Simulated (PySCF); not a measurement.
A compound of formula [C25H16B]- has these computed shifts in ppm, with the number of atoms in brackets (GIAO KT3/pcSseg-1, gas phase, PySCF SCF with an in-house response code, fitting set def2-universal-JFIT, grid level 2, non-relativistic, on the GFN2-xTB geometry; 11B against isolated BF3·OEt2; 13C, 1H against isolated TMS).

1H: 9.72 (1), 9.61 (1), 8.67 (1), 8.59 (1), 8.54 (1), 7.83 (1), 7.82 (1), 7.78 (1), 7.52 (1), 7.43 (1), 7.32 (1), 7.29 (1), 7.15 (1), 6.91 (1), 6.88 (1), 6.84 (1)
13C: 135.1 (1), 133.9 (1), 130.7 (1), 129.9 (1), 126.7 (1), 126.0 (1), 125.4 (1), 125.0 (1), 124.7 (1), 124.3 (1), 124.2 (1), 124.2 (1), 123.9 (1), 123.7 (1), 123.6 (1), 123.6 (1), 120.2 (1), 119.2 (1), 118.6 (1), 115.7 (1), 115.4 (1), 114.0 (1), 111.2 (1), 110.3 (1), 110.1 (1)
11B: 14.5 (1)

Task: Which structure gave them?

Result: c1ccc2cc3cc4ccc5ccc6ccccc6c5c4c[b-]3cc2c1. Other isomers were not compared.
